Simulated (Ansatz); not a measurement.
Diatomic CuN, multiplicity 3 (lowest of 2S+1 = 1, 3, 5 at CCSD(T)/def2-TZVPP on PBE0 minima; our sources give no spin for the ground state, which may be another). No spin–orbit coupling. Cu is treated without relativity.

The constants come from a fifth-degree fit in 1/R (seven points, main isotopes). In def2 and cc sets the state is the lowest found near the PBE0 minimum, followed along R.

The values were computed with Ansatz (a first-principles code) with Gaussian orbitals. Each number belongs to the level named beside it.

What bond length and harmonic frequency does B97M-V/def2-TZVPP give?

r_e = 1.788 Å, ω_e = 583 cm⁻¹.

What bond length and harmonic frequency does PBE0/def2-TZVPP give?

r_e = 1.809 Å, ω_e = 561 cm⁻¹.

What bond length and harmonic frequency does CAM-B3LYP/def2-TZVPP give?

r_e = 1.807 Å, ω_e = 569 cm⁻¹.
